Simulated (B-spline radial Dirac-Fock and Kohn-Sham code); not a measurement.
**Ta⁺: N5-O23O23 lines in intermediate coupling**

System: the Ta⁺ ion, [Xe] 4f14 5d3 6s1, inside a Watson sphere of charge -1 and radius 2.7 Å (a model of the Madelung potential; inside it an electron's potential energy is raised by 5.3 eV).

Input of the calculation (task.json; shells as n, l, electrons):

```json
{"items": [{
  "Z": 73,
  "q": 1,
  "cfg": [[1, 0, 2], [2, 0, 2], [2, 1, 6], [3, 0, 2], [3, 1, 6], [3, 2, 10], [4, 0, 2], [4, 1, 6], [4, 2, 10], [4, 3, 14], [5, 0, 2], [5, 1, 6], [5, 2, 3], [6, 0, 1]],
  "A": 181,
  "rrms": 5.3507,
  "watson": [-1, 2.7],
  "do": ["binding", "quiet", "double"]
}]}
```

Launch: `python xray_run.py task.json out`

These are calculated numbers from a radial finite-basis atomic code; the model is relaxed Dirac-Fock hole states (ΔSCF) with Breit and QED corrections and a finite nucleus. The two-hole levels come from diagonalising the Coulomb interaction among the jj configurations; intensities are independent-particle Coulomb rates. Kinetic energies are from the vacuum level. Correlation and solid-state effects are left out. Open outer shells are spectators and are not coupled to the holes.

```
kinetic energy (eV)  J  leading jj holes (weight)  leading LS term (weight)
              117.4  0                O2O2 (0.97)                ¹S0 (0.51)
              127.4  2                O2O3 (0.99)                ¹D2 (0.77)
              129.2  1                O2O3 (1.00)                ³P1 (1.00)
              134.7  0                O3O3 (0.97)                ³P0 (0.51)
              137.6  2                O3O3 (0.99)                ³P2 (0.77)
```

The intensity is shared as follows: 127.4 eV 74.1 %, 137.6 eV 17.0 %, 117.4 eV 7.4 %, 134.7 eV 1.4 %, 129.2 eV 0.2 %.

The strongest line, by its leading LS label ¹D2, lies at 127.4 eV. The mean weight of the leading component is 0.98 in jj and 0.71 in LS coupling, so jj labels describe these levels better.
